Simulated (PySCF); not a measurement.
## Computed structure and properties of [Dy(NH3)3]3+

System: [Dy(NH3)3]3+ (singlet in the valence; each metal's 4f electrons, 9 of them, lie in its core potential, out of spins and levels); start: displaced along the imaginary mode (C3). Method: PySCF 2.14.0, RKS PBE0, Dy lcecp-1-SVP with ECP55, N def2-SVP, H def2-SVP; non-relativistic Hamiltonian with scalar-relativistic core potentials where named; density fitting; no spin-orbit coupling.

Input of the relaxation:

```python
mol = gto.M(atom='''
Dy    -0.00000    -0.00000     0.02413
N      2.40404     0.00092    -0.07466
H      2.88423    -0.32908     0.79813
H      2.82583    -0.60629    -0.81887
H      2.85528     0.93467    -0.25000
N     -1.20282     2.08150    -0.07466
H     -1.15712     2.66236     0.79813
H     -0.88785     2.75039    -0.81887
H     -2.23709     2.00541    -0.25000
N     -1.20122    -2.08242    -0.07466
H     -1.72711    -2.33327     0.79813
H     -1.93798    -2.14409    -0.81887
H     -0.61819    -2.94008    -0.25000''',
    basis={'Dy': 'lcecp-1-SVP', 'N': 'def2-SVP', 'H': 'def2-SVP'},
    ecp={'Dy': 'lcecp-1-SVP'},
    charge=3, spin=0)
mf = dft.RKS(mol, xc='PBE0')
mf.grids.atom_grid = (50, 194)  # f atoms: unpruned, at least (60, 302)
mf = mf.density_fit()  # fitting sets: Dy AutoAux, N def2-universal-JKFIT, H def2-universal-JKFIT
mf.conv_tol = 1e-08; mf.max_cycle = 55
mf.kernel(dm0)  # dm0: converged density of the start geometry
# quasi-Newton relaxation in Cartesian coordinates to a largest gradient under 0.00045 Eh/bohr, steps kept in the point group
```

Run from Python with OMP_NUM_THREADS=2; the lines above give its settings. Where DIIS fails, smearing, a level shift and second-order steps follow.
It took 94 s on 2 threads of Intel(R) Xeon(R) 6975P-C (Granite Rapids), with other jobs on the host, from the converged density of the start.

Course of the relaxation:

| step | energy above end (eV) | largest force component within the symmetry (eV/Å) |
| --- | --- | --- |
| 0 | 0.0689 | 0.563 |
| 1 | 0.0378 | 0.022 |
| 2 | 0.0372 | 0.026 |
| 3 | 0.0344 | 0.090 |
| 4 | 0.0341 | 0.319 |
| 5 | 0.0285 | 0.138 |
| 6 | 0.0231 | 0.086 |
| 7 | 0.0148 | 0.183 |
| 8 | 0.0103 | 0.050 |
| 9 | 0.0076 | 0.046 |
| 10 | 0.0029 | 0.086 |
| 11 | 0.0010 | 0.048 |
| 12 | 0.0003 | 0.024 |
| 13 | 0.0001 | 0.028 |
| 14 | 0.0000 | 0.012 |

Relaxed geometry (C3):

```xyz
13

Dy    0.0000    0.0000    0.7216
N     2.2700   -0.0007   -0.0422
H     2.9682   -0.3078    0.6621
H     2.4821   -0.6127   -0.8517
H     2.6448    0.9171   -0.3461
N    -1.1344    1.9662   -0.0422
H    -1.2175    2.7244    0.6621
H    -0.7104    2.4559   -0.8517
H    -2.1166    1.8319   -0.3461
N    -1.1356   -1.9655   -0.0422
H    -1.7507   -2.4166    0.6621
H    -1.7717   -1.8432   -0.8517
H    -0.5282   -2.7490   -0.3461
```

```
      contact      Å
 Dy1–N2 (NH3)  2.395
 Dy1–N6 (NH3)  2.395
Dy1–N10 (NH3)  2.395
```

On the finer grid (75, 302):

```
HOMO                                                          : -24.70 eV
LUMO                                                          : -16.44 eV
Dipole about the centre of mass                               : 2.72 D
Set of Mulliken populations of Dy1 outside the core potential : s 2.25, p 6.17, d 0.74, f 0.03
D3(BJ) dispersion energy (not in the energies)                : -0.197 eV
```

```csv
atom,Mulliken (e),Löwdin (e),spin (e)
Dy1,1.81,1.51,0.00
N2,-0.38,-0.01,0.00
H3,0.26,0.17,0.00
H4,0.26,0.17,0.00
H5,0.26,0.17,0.00
N6,-0.38,-0.01,0.00
H7,0.26,0.17,0.00
H8,0.26,0.17,0.00
H9,0.26,0.17,0.00
N10,-0.38,-0.01,0.00
H11,0.26,0.17,0.00
H12,0.26,0.17,0.00
H13,0.26,0.17,0.00
```

The 4f levels lie in the core potential and are missing. Their spin isn't counted.

On the grid (50, 194), as all that follows. Harmonic modes: 3 unstable but soft, so probably a saddle point, though modes this soft are near the noise (counted below −25 cm⁻¹); lowest -36 cm⁻¹ (negative: unstable), highest 3424 cm⁻¹, zero-point energy 3.085 eV.

Taking off one NH3 (charge 0, singlet; the rest: singlet) in vacuum, both parts rigid, costs 4.11 eV; the small basis without counterpoise inflates it. Parting with an electron moved from the ligand to the metal can be far cheaper, even downhill.

Rigid scan of NH3 along the line from its metal:

| distance to N2 (Å) | energy (eV) |
| --- | --- |
| 2.10 | 0.519 |
| 2.20 | 0.200 |
| 2.30 | 0.044 |
| 2.40 | 0.000 |
| 2.50 | 0.034 |
| 2.60 | 0.120 |
| 2.80 | 0.383 |

One start shape was tried, so this needn't be the lowest isomer.

An lcecp potential fixes the number of 4f electrons, so in runs with it no electron can move into or out of that shell.
